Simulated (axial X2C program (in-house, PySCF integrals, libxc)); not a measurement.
Spin–orbit effects down a group: molecules with Br (ions), CCSD

All values come from calculations with an axial X2C code built on PySCF integrals, spin-free (one-electron X2C) or two-component (2c: spin–orbit coupling with atomic mean-field Coulomb and Gaunt terms, which also bring small scalar terms), in Dyall basis sets with cores contracted in-house; open shells are unrestricted.

Basis sets: Br dyall-cv3z, Ge dyall-cv3z, Pb dyall-cv3z, Si dyall-v3z, Sn dyall-cv3z. Frozen shells (counts by l): SiBr⁺ Br 3s2p1d, Si 2s1p, 10 electrons correlated; GeBr⁺ Br 3s2p1d, Ge 3s2p1d, 10 electrons correlated; SnBr⁺ Sn 4s3p2d, Br 3s2p1d, 10 electrons correlated; PbBr⁺ Pb 5s4p3d1f, Br 3s2p1d, 10 electrons correlated. Coupled cluster in natural virtuals with an MP2 remainder. Where the outer core of a metal is frozen, bonds come out longer and ionisation energies lower.

| molecule | spin-free state | Re (Å) | ωe (cm⁻¹) | De (eV) | 2c state | Re 2c (Å) | ωe 2c (cm⁻¹) | De 2c (eV) |
| --- | --- | --- | --- | --- | --- | --- | --- | --- |
| SiBr⁺ | M_S = 0, Λ = 0 | 2.110 | 540.7 | 4.34 | Ω = 0 | 2.111 | 539.8 | 4.18 |
| GeBr⁺ | M_S = 0, Λ = 0 | 2.203 | 373.1 | 3.91 | Ω = 0 | 2.205 | 372.2 | 3.65 |
| SnBr⁺ | ? | ? | ? | ? | ? | ? | ? | ? |
| PbBr⁺ | M_S = 0, Λ = 0 | 2.497 | 262.4 | 3.26 | Ω = 0 | 2.497 | 258.3 | 2.17 |

**Question.** Estimate the 2c Re and ωe of SnBr⁺ as the mean of its neighbours in the table.

**Answer.** Re ≈ 2.351 Å, ωe ≈ 315.2 cm⁻¹. The CCSD runs give the row below, so the estimate misses by -0.060 Å and 13.2 cm⁻¹.

| molecule | spin-free state | Re (Å) | ωe (cm⁻¹) | De (eV) | 2c state | Re 2c (Å) | ωe 2c (cm⁻¹) | De 2c (eV) |
| --- | --- | --- | --- | --- | --- | --- | --- | --- |
| SnBr⁺ | M_S = 0, Λ = 0 | 2.409 | 303.0 | 3.53 | Ω = 0 | 2.411 | 302.0 | 3.09 |

Fragments in 2c: Br + Si+, Br + Ge+, Sn+ + Br, Pb+ + Br. Each entry is the lowest single determinant of a limited PBE0 search at one distance. De goes to single-determinant-based atoms at the same level (for ions the charge split of lowest energy) and is withheld (n/a) where an atom does not fit its ground term or J level. Main or longest-lived isotopes.
